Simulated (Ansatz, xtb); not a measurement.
CH6AlFOSi: which of two isomers lies lower

Structure I is `[CH3][Al]([F])[O][SiH3]`, a singlet and structure II is `C[Si@H](F)[O][AlH2]`, a singlet. Both are isolated molecules in the gas phase, relaxed with PBE0-D3(BJ)/def2-SVP; the shapes shown needn't be the lowest conformers.

I (Å):

```xyz
11

C    -0.7721   -0.0896    0.4856
Al    1.1303    0.2335    0.4432
F     2.0932   -0.6253   -0.6094
O     1.9061    1.3624    1.4333
Si    2.9465    2.3582    2.2332
H    -1.2863    0.5580    1.2111
H    -0.9817   -1.1387    0.7509
H    -1.2183    0.0813   -0.5076
H     3.8473    1.5638    3.1229
H     2.1770    3.3244    3.0740
H     3.7843    3.1305    1.2659
```

II (Å):

```yaml
atoms:
  - { symbol: C, position_ang: [-1.7199, -0.9394, 1.2054] }
  - { symbol: Al, position_ang: [1.4406, 2.1572, 1.0281] }
  - { symbol: F, position_ang: [0.9429, -1.7521, 1.6528] }
  - { symbol: O, position_ang: [0.5952, 0.7068, 0.7330] }
  - { symbol: Si, position_ang: [0.0469, -0.8332, 0.6524] }
  - { symbol: H, position_ang: [-2.3688, -0.3336, 0.5544] }
  - { symbol: H, position_ang: [-2.0787, -1.9798, 1.1777] }
  - { symbol: H, position_ang: [-1.8245, -0.5682, 2.2367] }
  - { symbol: H, position_ang: [0.2653, -1.3666, -0.7186] }
  - { symbol: H, position_ang: [0.8742, 3.4655, 0.3433] }
  - { symbol: H, position_ang: [2.7183, 2.1184, 1.9592] }
```

**Question.** Estimate which is lower in electronic energy at CCSD(T)/def2-SVP + ΔMP2/def2-TZVPP, and by roughly how much.

**Answer.** The CCSD(T)/def2-SVP + ΔMP2/def2-TZVPP calculation puts structure I lower, by 32.2 kJ/mol.

How the difference moves with the method:

| level | geometry | E(II) − E(I) (kJ/mol) | departure from the last row (kJ/mol) | job, with rough time for the two |
| --- | --- | --- | --- | --- |
| GFN2-xTB | GFN2-xTB | +25.3 | −7.0 | optimisation, 0.27 s |
| HF/STO-3G | GFN2-xTB | +60.2 | +28.0 | single point, 0.36 s |
| r2SCAN-D4/def2-SVP | GFN2-xTB | +41.5 | +9.2 | single point, 4.2 s |
| PBE0-D3(BJ)/def2-SVP | PBE0-D3(BJ)/def2-SVP | +37.8 | +5.5 | optimisation, 4 min |
| HF/def2-SVP | PBE0-D3(BJ)/def2-SVP | +35.9 | +3.6 | part of the CCSD(T) run |
| MP2/def2-SVP | PBE0-D3(BJ)/def2-SVP | +43.8 | +11.6 | part of the CCSD(T) run |
| CCSD(T)/def2-SVP | PBE0-D3(BJ)/def2-SVP | +42.9 | +10.6 | single point |
| CCSD(T)/def2-SVP + ΔMP2/def2-TZVPP | PBE0-D3(BJ)/def2-SVP | +32.2 |  | single point, 31 s |

As drawn, II has 1 C–Si, 1 F–Si, 2 Al–H in place of 1 C–Al, 1 Al–F, 2 Si–H.

None of the levels shown reverses the order. The largest departure from CCSD(T)/def2-SVP + ΔMP2/def2-TZVPP is that of HF/STO-3G, 28.0 kJ/mol. The last row adds to CCSD(T) the change of the MP2 difference between the two basis sets, here −10.6 kJ/mol.

With harmonic frequencies from PBE0-D3(BJ)/def2-SVP (ideal gas, rigid rotor, one conformer each, 298.15 K, 1 atm): on the last row, ΔE + ΔZPE = +29.2 kJ/mol. A mode under 50 cm⁻¹ makes harmonic enthalpies and free energies unreliable, so none is given.

The correlated steps freeze 13 core orbitals. Run with Ansatz 0.2.0, xtb 6.7.1; the last row on 2 threads of Arm Neoverse V1 on a shared host.
